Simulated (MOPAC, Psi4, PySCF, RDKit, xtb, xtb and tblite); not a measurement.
Two geometries of SMILES B[SiH2]CC, relaxed at GFN2-xTB with one dihedral held; other torsions can differ between them too.

Structure A

```
13

B      1.9802     0.6882    -0.4465
Si     0.9612    -0.8442     0.2197
C     -0.9035    -0.6353    -0.2255
C     -1.2125     0.6488    -0.9894
H      2.4342     0.7053    -1.5251
H      2.1508     1.6461     0.2039
H      1.0090    -1.0520     1.6818
H      1.3644    -2.1577    -0.3237
H     -1.5007    -0.6522     0.6868
H     -1.2339    -1.4859    -0.8225
H     -0.6658     0.6821    -1.9303
H     -0.9342     1.5247    -0.4055
H     -2.2763     0.7205    -1.2163
```

Structure B

```
13

B     -1.9559     0.7047    -0.4476
Si    -0.9523    -0.8290     0.2287
C      0.9061    -0.6004    -0.2195
C      1.8513    -1.2469     0.7839
H     -2.4301     0.7134    -1.5174
H     -2.0825     1.6805     0.1858
H     -0.9980    -1.0038     1.6954
H     -1.3256    -2.1630    -0.2841
H      1.0910    -1.0197    -1.2098
H      1.1432     0.4641    -0.2881
H      1.7224    -0.8067     1.7696
H      1.6530    -2.3133     0.8619
H      2.8904    -1.1130     0.4838
```

Q: Which is lower in energy at the level DF-MP2 (frozen core)/cc-pVTZ // GFN2-xTB (Psi4), and by how much?

A: B is lower, by 1.37 kcal/mol (dihedral B1–Si2–C3–C4: 0° in A, 150° in B).

E(B) − E(A) in kcal/mol at the other levels, on the same two geometries: GFN2-xTB (xtb and tblite) -0.55; PBE0/def2-TZVP // GFN2-xTB (Psi4) -1.61; PBE0-D3(BJ)/def2-TZVP // GFN2-xTB (Psi4) -1.43; PBE/def2-TZVP // GFN2-xTB (Psi4) -1.83; PBE-D3(BJ)/def2-TZVP // GFN2-xTB (Psi4) -1.63; r2SCAN/def2-TZVP // GFN2-xTB (Psi4) -1.66; HF/cc-pVTZ // GFN2-xTB (Psi4) -1.44; UFF // GFN2-xTB (RDKit) -1.58; PM7, restricted, heats of formation // GFN2-xTB (MOPAC) -0.06; AM1, restricted, heats of formation // GFN2-xTB (MOPAC) -0.48; GFN1-xTB // GFN2-xTB (xtb) -0.97; restricted B3LYP/6-31G*, spherical d // GFN2-xTB (PySCF) -1.56; restricted B3LYP/6-311+G**, spherical d, density fitting // GFN2-xTB (PySCF) -1.70; restricted Hartree-Fock/STO-3G // GFN2-xTB (PySCF) -0.79; restricted Hartree-Fock/LANL2DZ, with its core potentials past Ne // GFN2-xTB (PySCF) -1.32.
